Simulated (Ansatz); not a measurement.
A nudged elastic band was laid between two geometries of Cl$_{2}$FH$_{4}$NOTi (10 atoms, charge 0, multiplicity 1).

Method: Ansatz 0.2.0, RKS PBE0/def2-SVP.

```json
{"movable images": "4", "climbing image": "no", "spring": "5.0 eV/Å²", "optimiser": "quadratic models (default)", "start path": "through a guess of the saddle point", "force threshold": "0.05 eV/Å", "iteration limit": "60", "end points": "relaxed"}
```

First end point:

```xyz
10
Properties=species:S:1:pos:R:3
Ti -0.072 -0.087 0.228
F -0.472 0.082 1.916
Cl 1.948 0.648 -0.401
O -1.042 1.183 -0.477
H -1.371 1.520 -1.316
Cl -1.013 -1.773 -0.923
N 1.182 -1.826 1.039
H 0.593 -2.534 1.477
H 1.695 -2.276 0.281
H 1.864 -1.502 1.726
```

Last end point:

```xyz
10
Properties=species:S:1:pos:R:3
Ti 0.309 -0.594 -0.749
F -0.287 0.236 2.419
Cl 2.097 0.139 -1.781
O -0.635 0.718 -0.122
H -0.709 0.826 0.857
Cl -0.935 -1.975 -1.908
N 0.887 -1.499 0.831
H 0.498 -2.425 1.016
H 1.891 -1.521 1.022
H 0.197 -0.470 1.966
```

Q: What changes between the two ends?

A: Bonds broken: Ti1–F2, N7–H10. Bonds formed: F2–H10. Cl2FH4NOTi becomes Cl2H3NOTi + FH.

Q: Give the energies along the band, and the barrier.

A: The forces met the threshold. The highest image is number 4 of 0 to 5, 1.42 eV above the first end and 0.03 eV above the last; the last end lies 1.39 eV above the first. No image climbed, so the highest image needn't sit at the top of the path. The orbitals stay closed-shell, which can raise the energy where a bond breaks towards radicals; this wasn't checked here.

| image | path coordinate (Å) | energy (eV) | Ti1–F2 (Å) | N7–H10 (Å) | F2–H10 (Å) |
| --- | --- | --- | --- | --- | --- |
| 0 | 0.00 | 0.00 | 1.74 | 1.02 | 2.83 |
| 1 | 1.81 | 0.02 | 1.74 | 1.02 | 2.55 |
| 2 | 3.61 | 0.13 | 1.77 | 1.02 | 2.39 |
| 3 | 5.42 | 0.52 | 1.86 | 1.03 | 1.87 |
| 4 | 7.22 | 1.42 | 3.16 | 1.70 | 0.96 |
| 5 | 9.03 | 1.39 | 3.33 | 1.68 | 0.97 |

Q: What is the geometry of the highest image?

A: 
```xyz
10
Properties=species:S:1:pos:R:3:forces:R:3
Ti 0.428 -0.534 -0.704 0.00 -0.01 0.00
F -0.987 -0.269 2.113 0.02 0.02 0.01
Cl 2.039 -0.260 -2.164 0.00 0.01 0.01
O -0.091 0.982 -0.036 -0.02 0.00 0.00
H -0.588 0.918 0.812 0.00 -0.01 0.00
Cl -1.218 -1.779 -1.428 0.01 -0.01 -0.01
N 1.041 -1.399 0.879 0.00 0.00 0.00
H 1.177 -2.411 0.874 -0.02 0.00 0.00
H 1.797 -0.963 1.410 0.00 -0.01 -0.01
H -0.286 -0.851 1.795 0.01 0.01 0.01
```

Time of the run: 3.2 min on 4 threads of Intel(R) Xeon(R) 6975P-C (Granite Rapids) (shared host), peak memory 0.4 GiB.
